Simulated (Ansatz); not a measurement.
H3NSn (SMILES [NH2][SnH]) moved off its minimum; all values from Ansatz (a first-principles code), cores frozen in correlated methods. Elements past Kr take the def2 small-core potentials, without spin–orbit coupling.
(charge 0, multiplicity 1)
```xyz
5

Sn    -0.1302     0.1860     0.2659
H     -0.5369     1.3692    -1.0205
N      0.6688    -1.0447    -1.1391
H      0.6989    -0.8941    -2.1496
H      1.1290    -1.9268    -0.9567
```

Q: Give the forces (eV/Å), the total energy and the dipole at CCSD(T)/def2-TZVPPD.

A: 
```
atom      Fx      Fy      Fz
----  ------  ------  ------
Sn1    0.066   0.000  -0.234
H2    -0.046  -0.008   0.098
N3     0.212  -0.236  -0.660
H4    -0.137   0.211   0.528
H5    -0.095   0.034   0.268
```
Energy -269.9170 hartree, dipole 0.73 D.
